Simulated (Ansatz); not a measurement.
One change: `B[S][GaH][SiH3]` becomes `[SiH3][GaH][SH]`.

Ansatz, PBE0-D4/def2-TZVP geometries, multiplicity 1. Each molecule was computed in one conformer, which needn't be the lowest.

Scalar relativity is left out up to krypton.

```tsv
property	`B[S][GaH][SiH3]`
zero-point energy (PBE0-D4/def2-TZVP) / kJ/mol	142.6
HOMO–LUMO gap (ωB97M-V/def2-TZVPP) / eV	9.20
ideal-gas entropy at 298 K and 1 bar (rigid rotor, harmonic PBE0-D4/def2-TZVP) / J/(mol·K)	376
HOMO energy (PBE0/def2-TZVPP) / eV	-7.71
HOMO–LUMO gap (B3LYP/def2-TZVPP) / eV	5.02
HOMO energy (PBE/def2-TZVPP) / eV	-6.64
```

Q: Give the same properties after the change, and the shifts. (Best estimate.)

A: The calculation gave: 
| property | `[SiH3][GaH][SH]` | shift |
| --- | --- | --- |
| zero-point energy (PBE0-D4/def2-TZVP) / kJ/mol | 107.2 | -35.4 |
| HOMO–LUMO gap (ωB97M-V/def2-TZVPP) / eV | 9.66 | 0.46 |
| ideal-gas entropy at 298 K and 1 bar (rigid rotor, harmonic PBE0-D4/def2-TZVP) / J/(mol·K) | 350 | -26 |
| HOMO energy (PBE0/def2-TZVPP) / eV | -7.73 | -0.02 |
| HOMO–LUMO gap (B3LYP/def2-TZVPP) / eV | 5.42 | 0.40 |
| HOMO energy (PBE/def2-TZVPP) / eV | -6.59 | 0.05 |

The zero-point energy changes by -35.4 kJ/mol with -6 modes. Modes under 60 cm⁻¹, often nearly free rotors, make the harmonic entropy too high.

B3LYP here is the variant with VWN-RPA as its local correlation; programs differ in this.
